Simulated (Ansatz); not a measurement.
Consider the hydrogenolysis of a C–Si bond: `FC([SiH3])SS` + H₂ → `FCSS` + SiH₄.

Program: Ansatz. Geometries: PBE0-D4/def2-TZVP. ΔE: electronic, gas phase. CCSD(T)/CBS adds triple-zeta CCSD(T) − MP2 to the extrapolated MP2 energy (def2 sets, frozen cores). This one scheme is used for every species. Functionals use def2-TZVPP. Each species was taken in one conformer, which may not be the lowest.

```json
{"level": "ωB97M-V", "ΔE (kcal/mol)": "-9.0"}
{"level": "HF/def2-QZVPP", "ΔE (kcal/mol)": "-18.2"}
```

Question: What does CCSD(T)/CBS give? (Estimate.)

Answer: The calculation gave: -8.9 kcal/mol. The listed levels differ from it by -0.1, -9.3 kcal/mol.

Largest T1 diagnostic among the species: 0.013.

From PBE to PBE0 (25 % exact exchange), in def2-TZVPP and without D4, ΔE moves by −1.4 kcal/mol. In def2-TZVPP, CCSD(T) changes the Hartree–Fock value by +8.1 kcal/mol (the triples alone add +1.6 kcal/mol) and MP2 by +9.5 kcal/mol. The D4 term adds +3.7 kcal/mol with B3LYP and +2.0 kcal/mol with PBE0; it sums over pairs of atoms, weighted by their polarisabilities, and B3LYP, whose exchange is more repulsive, gets the larger term.

B3LYP here is the variant with VWN-RPA as its local correlation; programs differ in this.
